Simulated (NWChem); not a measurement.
Molecule: C₂H₄O₃Si; SMILES C[SiH]1OC(=O)O1

```xyz
10

C     -0.7412     2.2290     0.0000
Si     0.4665     0.8240     0.0000
O      0.1227    -0.4711    -1.0993
C     -0.0896    -1.2976     0.0000
O     -0.3881    -2.4529     0.0000
O      0.1227    -0.4711     1.0993
H     -0.5918     2.8660    -0.8961
H     -1.7812     1.8486     0.0000
H     -0.5918     2.8660     0.8961
H      1.9034     1.2301     0.0000
```
Atoms are numbered in this order, from 1.

Computed with NWChem. Pople sets run with spherical d functions. Coordinates come from a PBE-D3(BJ)/def2-SVP optimisation. Level: PBE0/6-31G* with SMD (1 M gas to 1 M solution), gas-phase geometry. Reactions with the solvent are ignored.

```
solvent             dielectric constant  solvation free energy (kcal/mol)  cavity-dispersion-structure term (kcal/mol)  dipole in solution (D)
------------------  -------------------  --------------------------------  -------------------------------------------  ----------------------
water                              78.4                              -6.4                                          4.5                    7.17
dimethyl sulfoxide                 46.8                              -8.0                                         -0.8                    6.71
1,4-dioxane                        2.21                              -4.9                                         -1.1                    6.17
ethanol                            24.9                              -6.6                                          3.6                    7.05
anisole                            4.22                              -6.2                                         -0.7                    6.43
ethyl acetate                      5.99                              -7.4                                         -1.3                    6.52
1-octanol                          9.86                              -5.5                                          3.9                    6.93
```
